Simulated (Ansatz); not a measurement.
Relaxation of ClGaH3NO (7 atoms, charge 0, multiplicity 1), to a largest force component of 0.02 eV/Å in at most 40 steps.

Computed with Ansatz 0.2.0, RKS PBE0/def2-SVP.

```xyz
7
Properties=species:S:1:pos:R:3
Ga 0.000 0.000 0.000
N 0.000 0.000 1.930
H -0.877 -0.271 2.460
H 0.877 0.271 2.460
O 1.550 0.000 -0.895
H 1.850 -0.952 -1.050
Cl -1.940 0.000 -1.120
```

Task: Where does it end, and by what steps?

Result: The forces met the threshold. After 10 steps the energy has fallen by 0.643 eV; H6 moved furthest, 0.75 Å.

```csv
step,energy less start (eV),largest force component (eV/Å),accepted
0,0.0000,1.963,yes
1,-0.4088,1.450,yes
2,-0.4779,0.858,yes
3,-0.5138,0.633,yes
4,-0.5751,0.585,yes
5,-0.6268,0.196,yes
6,-0.6289,0.131,yes
7,-0.6263,0.417,no
8,-0.6397,0.089,yes
9,-0.6421,0.214,yes
10,-0.6428,0.003,yes
```

```xyz
7
Properties=species:S:1:pos:R:3
Ga 0.079 -0.175 0.156
N -0.045 0.034 1.930
H -0.922 0.155 2.416
H 0.761 0.076 2.540
O 1.664 -0.355 -0.622
H 1.615 -0.468 -1.576
Cl -1.692 -0.219 -1.059
```

Run time: 49 s on 2 threads of Arm Neoverse N1, on a shared host, peak memory 0.2 GiB.
